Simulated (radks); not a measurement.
Fractional charge and spin in the 6s shell of rhenium: the spin-up occupation runs from 0 to 1 and the spin-down occupation from 0 to 1; the fullest corner is Re, [Xe] 4f14 5d(up 2.5, down 2.5) 6s(up 1, down 1). Method: scalar-relativistic Kohn-Sham, PBE, spin-polarised, spherical densities, finite nucleus; Fermi nuclear charge, rms radius of each element as measured or else 0.836 A^(1/3) + 0.57 fm; computed with a radial shooting solver on a logarithmic mesh with Libxc functionals. Energy (eV) minus the two flat planes that join the four corners (they meet along the diagonal where the two added fractions sum to one electron); zero is where a piecewise linear energy would lie.

down \ up,0,0.25,0.5,0.75,1
0,0.000,-0.660,-0.876,-0.654,0.000
0.25,-0.660,-0.820,-0.547,0.154,-0.594
0.5,-0.876,-0.547,0.205,-0.496,-0.787
0.75,-0.654,0.154,-0.496,-0.740,-0.586
1,0.000,-0.594,-0.787,-0.586,0.000

Corners above the fullest one (they belong to Re+ and the next ion): (up 1, down 0) 9.040 eV, (up 0, down 1) 9.040 eV, (up 0, down 0) 25.562 eV. With half an added electron in each spin the energy lies 0.205 eV from the planes, and with half an added electron in spin up alone -0.876 eV. The planes are only a guide here: the flat-plane condition holds for ground states with one frontier orbital, while this shell lies below other occupied shells, so the corners above the fullest one are inner-hole states and not the ground states of those ions.
